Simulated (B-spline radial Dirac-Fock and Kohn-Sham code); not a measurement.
**Eu: input and output of one calculation**

ΔSCF core binding energies without Breit or QED terms, calculated with a radial atomic solver.

Input (task.json):

```json
{"items": [{"Z": 63, "q": 0, "cfg": [[1, 0, 2], [2, 0, 2], [2, 1, 6], [3, 0, 2], [3, 1, 6], [3, 2, 10], [4, 0, 2], [4, 1, 6], [4, 2, 10], [4, 3, 7], [5, 0, 2], [5, 1, 6], [6, 0, 2]], "A": 153, "rrms": 5.1115, "do": "settings", "holes": ["K", "L3", "M5"],
  "settings": [{"rel": "dirac", "method": "hf", "nuc": "fermi", "radius_factor": 1.0, "rmax": 45.0, "h": 0.4, "order": 8, "points": 10, "c_factor": 1.0, "maxit": 60, "damp": 0.5, "ndamp": 3, "tol": 1e-08}]}]}
```

Command: `python xray2_run.py task.json out`

Ground-state iterations:

```
iter   energy (Ha)        error
   1   -10818.65023596  2.69e+00
   2   -10825.59166269  1.39e+00
   3   -10845.19271806  3.24e-01
   4   -10846.27928899  9.61e-02
   5   -10846.46169684  3.78e-02
   6   -10846.47350623  7.45e-03
   7   -10846.47560939  8.70e-03
   8   -10846.47669052  2.09e-03
   9   -10846.47678191  2.29e-04
  10   -10846.47678493  7.57e-05
  11   -10846.47678511  6.34e-06
  12   -10846.47678511  1.18e-06
  13   -10846.47678511  2.27e-07
```

The ground state converged in 13 iterations, with total energy -10846.47679 Ha, virial ratio 1.91988 and highest orbital energy -4.93 eV. ΔSCF binding energies: K (1s) 48725.6 eV, L3 (2p3/2) 6996.3 eV, M5 (3d5/2) 1137.1 eV.
